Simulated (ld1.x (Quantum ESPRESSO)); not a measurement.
What one change does to a pseudopotential (boron, PAW)

* Element: boron (B)
* Generator: ld1.x (Quantum ESPRESSO) 7.5
* Type: PAW
* Functional: BLYP
* Relativity: scalar-relativistic
* Frozen core: [He]
* Valence charge: 3
* Reference configuration: 2s1.5 2p1.5
* Partial waves: 2s (bound): rcut 1.30, rcutus 1.65 bohr; 2s channel at -0.3 Ry: rcut 1.30, rcutus 1.65 bohr; 2p (bound): rcut 3.00, rcutus 4.20 bohr; 2p channel at 1.85 Ry: rcut 3.00, rcutus 4.20 bohr; 3d channel at -0.15 Ry: rcut 3.60, rcutus 3.80 bohr; 3d channel at 1.75 Ry: rcut 3.60, rcutus 3.80 bohr
* Local potential: all-electron potential smoothed inside 3.65 bohr (lloc = -1)
* Core correction: a·sin(br)/r model core, default radius (ld1.x builds one for every PAW set, though the input has nlcc=.false.)
* Augmentation charge: PSQ, inside the norm-conserving radii

Change: reference 2s1.5 2p0.

Cutoffs: the cutoffs (Ry, on a coarse ladder) from which the occupation-weighted sum of valence levels, in a spherical-Bessel basis at the reference potential, stays within 10 and 1 mRy of its value at 400 Ry; they do not see the model core or the augmentation charge, which bear on the density cutoff. Errors are all-electron minus pseudo energies relative to the spin-unpolarised reference configuration.

Q: What does the change do?

A: Both files are so soft that the ladder of cutoffs tells neither apart; the number of tests with a reliable result goes from 7 to 3 (the test run of the changed file stopped, so its transferability is not established); the range in which the d phases agree narrows (upper end 4.1 → 0.9); neither file shows a bound ghost.

| quantity | base | changed |
| --- | --- | --- |
| cutoff, loose | 6 Ry | 6 Ry |
| cutoff, tight | 8 Ry | 8 Ry |
| bound ghosts | none | none |
| tests with a reliable result | 7 of 7 | 3 of 7 (the test run stopped) |
| s: phases at 4.52 bohr within 0.05 rad from the reference energy up to (Ry; the scan ends near 5) | 2.0 | 1.1 |
| p: phases at 4.52 bohr within 0.05 rad from the reference energy up to (Ry; the scan ends near 5) | -0.1 | -0.9 |
| d: phases at 4.52 bohr within 0.05 rad from the reference energy up to (Ry; the scan ends near 5) | 4.1 | 0.9 |
| lowest overlap eigenvalue by channel | s 0.79, p 0.90, d 0.94 | s 0.73, p 0.36, d 0.80 |

Base: ld1.x printed “convergence not achieved” for 7 of the counted tests; their residual had stalled under 1e-8, short of the target of 1e-14. Changed file: ld1.x printed “convergence not achieved” for 3 of the counted tests; their residual had stalled under 1e-8, short of the target of 1e-14.
